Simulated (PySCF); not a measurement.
Spinor energies of Pm(44+) (promethium, charge +44)

Start: [Ne] 3s2 3p5; 3p1/2 filled at m_j = -1/2, +1/2; 3p3/2 filled at m_j = -1/2, +1/2, +3/2. Calculated with PySCF 2.14 in an uncontracted even-tempered set (18 s from 10 bohr⁻², ratio 2.4; 14 p from 13 bohr⁻², ratio 2.4; 4 d from 50 bohr⁻², ratio 2.6; 4 f from 75 bohr⁻², ratio 2.6): generalised Hartree-Fock with the X2C-1e Hamiltonian and a Gaussian nucleus; one run each with spin-orbit coupling (SO) switched off, then screened by Boettger's factors.

| spinor shell | electrons | ε, spin-free (eV) | ε, screened SO (eV) | weight of nominal j (screened SO) | rms radius, screened SO (bohr) |
| --- | --- | --- | --- | --- | --- |
| 1s1/2 | 2 | -48174.1 | -48165.3 | 1.000 | 0.0264 |
| 2s1/2 | 2 | -10160.4 | -10157.2 | 1.000 | 0.106 |
| 2p1/2 | 2 | -9368.6 | -9770.8 | 1.000 | 0.0904 |
| 3s1/2 | 2 | -3913.4 | -3912.2 | 1.000 | 0.256 |
| 3p1/2 | 2 | -3663.1 | -3761.0 | 0.999 | 0.245 |
| 3p3/2 | 3 | -3663.1 | -3619.4 | 0.999 | 0.255 |

(1) Where does 2p3/2 lie, and what is the 2p spin-orbit splitting (screened SO)?

| quantity | spin-free | screened SO |
| --- | --- | --- |
| E (hartree) | -8275.56841 | -8282.40832 |
| M_J | 3/2 | 3/2 |
| ⟨J²⟩ | 3.750 | 3.750 |
| ⟨L²⟩ | 2.000 | 2.020 |
| ⟨S²⟩ | 0.750 | 0.770 |

Each row is a mean over spinors that exchange with the open shell spreads, by up to 22.249 eV (3s1/2).

Breit and QED terms are absent; they matter most for the inner s and p1/2 levels.

Densities and radii are taken from the X2C orbitals without a picture-change correction, which distorts them close to the nucleus.

Without spin-orbit coupling the j labels of p, d and f shells carry no meaning; the spin-free column gives the mean over the occupied spinors of each nl shell.

Results:

(1) At -9192.0 eV, 578.77 eV above 2p1/2.
